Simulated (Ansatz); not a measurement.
Cost and result up the ladder for Si(SiH3)4 (Si5H12) (17 atoms). Charge 0, multiplicity 1. Geometry: r2SCAN-D4/def2-SVP.

```xyz
17

Si    0.001    0.000    0.000
Si   -0.317    1.583   -1.702
Si   -0.076   -2.159   -0.916
Si   -1.695    0.229    1.606
Si    2.089    0.347    1.012
H     0.741    1.436   -2.749
H    -0.246    2.967   -1.140
H    -1.655    1.392   -2.342
H     0.100   -3.183    0.160
H     1.013   -2.331   -1.925
H    -1.392   -2.390   -1.586
H    -1.677    1.608    2.184
H    -1.497   -0.757    2.712
H    -3.032   -0.013    0.982
H     3.180    0.231   -0.004
H     2.319   -0.671    2.083
H     2.145    1.710    1.625
```

Ansatz on 4 threads of Arm Neoverse V2 on a shared host. Times are rough, and most runs start from the orbitals of an earlier one. PBE0-D4/def2-TZVP serves as the yardstick here, not as an exact answer. Differences are given only for rows in sets of like size (and for xTB, whose basis is part of the method), since another set adds its own error. Binding counts from free atoms at the same level (Si triplet, H doublet; other spins of the atoms weren't run), without zero-point energy or a counterpoise term.

LC-ωPBE has ω = 0.4 bohr⁻¹. Correlated methods freeze 25 core orbitals. The rows differ in basis, and correlated rows in double-zeta sets carry the largest basis error.

Correlated methods converge slowly with the basis, most of all in double-zeta sets.

```
                         level  functions  wall time  binding energy per atom (eV)  difference from PBE0-D4/def2-TZVP (eV)
                     HF/STO-3G         57     0.25 s                          3.38                                       –
               PBE-D4/def2-SVP        150      2.1 s                          2.95                                       –
         LDA (SPW92)/def2-TZVP        257      2.4 s                          3.27                                    0.31
              PBE0-D4/def2-SVP        150      2.9 s                          2.95                                       –
PBE-D4/def2-TZVP (with forces)        257      4.8 s                          2.96                                   -0.01
             LC-ωPBE/def2-TZVP        257      5.5 s                          2.95                                   -0.02
                 MP2/def2-TZVP        257      5.5 s                          2.83                                   -0.14
             PBE0-D4/def2-TZVP        257        8 s                          2.96                                    0.00
           r2SCAN-D4/def2-TZVP        257        8 s                          3.00                                    0.04
              CCSD(T)/def2-SVP        150       16 s                          2.81                                       –
```
